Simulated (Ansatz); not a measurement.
A nudged elastic band was laid between two geometries of C₂H₅Si₂ (9 atoms, charge 1, multiplicity 1).

The calculation used Ansatz 0.2.0, RKS PBE/def2-SVP.

| Property | Result |
| --- | --- |
| movable images | 7 |
| climbing image | yes |
| spring | 5.0 eV/Å² |
| optimiser | quadratic models (default) |
| start path | IDPP |
| force threshold | 0.03 eV/Å |
| iteration limit | 60 |
| end points | relaxed |

First end point:

```xyz
9
Properties=species:S:1:pos:R:3
Si -0.003 1.907 -1.973
C -0.214 0.484 -0.780
C 0.613 -0.011 0.223
Si 0.181 -1.479 1.152
H -0.924 2.850 -1.183
H -1.106 -0.132 -1.054
H 1.530 0.536 0.508
H -1.030 -2.254 0.753
H 0.953 -1.901 2.354
```

Last end point:

```xyz
9
Properties=species:S:1:pos:R:3
Si -0.004 1.915 -1.964
C -0.209 0.489 -0.775
C 0.622 -0.016 0.220
Si 0.180 -1.483 1.145
H -0.933 2.851 -1.176
H -1.107 -0.122 -1.045
H 1.545 0.524 0.502
H 0.948 -1.918 2.347
H -1.043 -2.240 0.746
```

Q: What changes between the two ends?

A: No bond is made or broken. The dihedral C2–C3–Si4–H9 goes from -171 to 6°. The two ends are copies of one structure, up to a mirror image or an exchange of like atoms.

Q: Give the energies along the band, and the barrier.

A: The run converged. The highest image is number 4 of 0 to 8, 0.51 eV above the ends, which have the same energy within 2 meV. A vibrational analysis at the climbing image gives one clearly imaginary mode, 185i cm⁻¹: a first-order saddle point.

```tsv
image	path coordinate (Å)	energy (eV)	dihedral C2–C3–Si4–H9 (°)
0	0.00	0.00	-171
1	0.89	0.10	-141
2	1.78	0.34	-111
3	2.67	0.44	-90
4	3.56	0.51	-73
5	4.27	0.44	-51
6	4.98	0.24	-30
7	5.69	0.06	-10
8	6.40	0.00	6
```

Q: What is the geometry of the highest image?

A: 
```xyz
9
Properties=species:S:1:pos:R:3
Si -0.671 1.872 -1.637
C -0.150 0.492 -0.340
C 1.051 -0.098 -0.077
Si 0.200 -1.457 0.737
H -0.826 2.872 -0.473
H -1.090 0.157 0.212
H 2.032 0.134 -0.514
H -0.127 -2.726 0.019
H -0.421 -1.245 2.076
```

Q: What are the harmonic wavenumbers there?

A: 185i, 117, 175, 214, 310, 535, 569, 615, 626, 728, 838, 899, 916, 1023, 1184, 1456, 2000, 2210, 2258, 2748, 3180 cm⁻¹.

The run took 5.1 min on 1 thread of Intel(R) Xeon(R) Processor @ 2.70GHz, on a shared host, peak memory 0.13 GiB.
